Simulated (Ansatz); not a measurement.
**AlF3 (SMILES F[Al](F)F): methods side by side**

The species is AlF3 (4 atoms), meant as a singlet with charge 0. As SMILES, `F[Al](F)F`. Geometry: relaxed at PBE0-D4/def2-TZVP. The run starts from this shape.

Each level gives the adiabatic ionisation energy (to the doublet cation, no zero-point term) (eV). The values are calculated.

```tsv
level	kind	program	value (eV)	CPU time (all runs)
HF/STO-3G	Hartree–Fock	Ansatz	6.87	2.5 s
HF/3-21G	Hartree–Fock	Ansatz	12.30	2.8 s
HF/6-31G* (Cartesian functions)	Hartree–Fock	Ansatz	12.67	7.3 s
HF/cc-pVTZ	Hartree–Fock	Ansatz	12.77	24 s
PBE/def2-SVP	GGA	Ansatz	13.16	17 s
B3LYP/6-31G* (Cartesian functions)	global hybrid	Ansatz	13.85	13 s
wB97X-V/def2-SVP	range-separated hybrid	Ansatz	13.91	1.7 min
MP2/6-31G* (Cartesian functions)	perturbation theory	Ansatz	14.19	13 s
MP2/aug-cc-pVDZ	perturbation theory	Ansatz	14.64	35 s
```

The values span 6.87 to 14.64 eV. Without the sets that lack polarisation functions the rows with a basis span only 12.67 to 14.64 eV. CPU times are rough (shared hosts, several kinds of processor): they show what a rung costs within a factor of a few.
